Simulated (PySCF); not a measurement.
SMILES C[Si](C)(O)/C=[CH]/[GeH3] at its GFN2-xTB optimised geometry (Å):

```
19

Si     2.2922     0.2900     0.9526
C      2.8887    -1.4733     1.3641
C      2.9636     1.5737     2.1791
O      2.8685     0.7942    -0.4942
C      0.3977     0.2798     0.9499
C     -0.3594     0.8220     0.0000
Ge    -2.3022     0.8220     0.0000
H      2.4836    -2.2077     0.6729
H      2.5904    -1.7708     2.3637
H      3.9716    -1.5383     1.3142
H      2.6301     1.3656     3.1904
H      2.6303     2.5726     1.9174
H      4.0487     1.5776     2.1800
H      2.7160     0.2936    -1.2911
H     -0.1057    -0.1951     1.7850
H      0.1261     1.3071    -0.8395
H     -2.8579     0.1512    -1.2196
H     -2.8350     0.1048     1.1982
H     -2.8685     2.2077     0.0000
```

Calculation: PBE0/def2-SVP in PySCF 2.14.0. Cells within 0.4 Å of a nucleus heavier than hydrogen are left out (blank, or x).

Map of the Laplacian of the electron density (e/bohr⁵), clipped to [-1.50, 1.50] on the plane z = 0.0 Å:

```
|55555555555555555555555555555|
|55555555555555555555555555555|
|55555555555555555555555555555|
|55555555555555555555555555555|
|55555555555555555555555555555|
|55555555555555555555555555555|
|55555555555555555555555555555|
|55555545555555555555555555555|
|55555403555555555555555555555|
|55555434555555555555555555555|
|55555569975555555555566655555|
|5555559xx9545x655555556655555|
|5555559xx954xxx55555544565555|
|55555599995444455555554655555|
|55555556655555555555555555555|
|55555555555555555555555555555|
|55555555555555555555555555555|
|55555555555555555555555555555|
|55555555555555555555555555555|
|55555555555555555555555555555|
|55555555555555555555555555555|
|55555555555555555555555555555|
|55555555555555555555555555555|
|55555555555555555555555555555|
|55555555555555555555555555555|
|55555555555555555555555555555|
|55555555555555555555555555555|
|55555555555555555555555555555|
|55555555555555555555555555555|
```
Scale: ten equal steps from -1.50 (start of '0') to 1.50 (end of '9'), in the order '0123456789'; x runs from -5.00 to 5.00, y from -5.00 (bottom) to 5.00 (top).
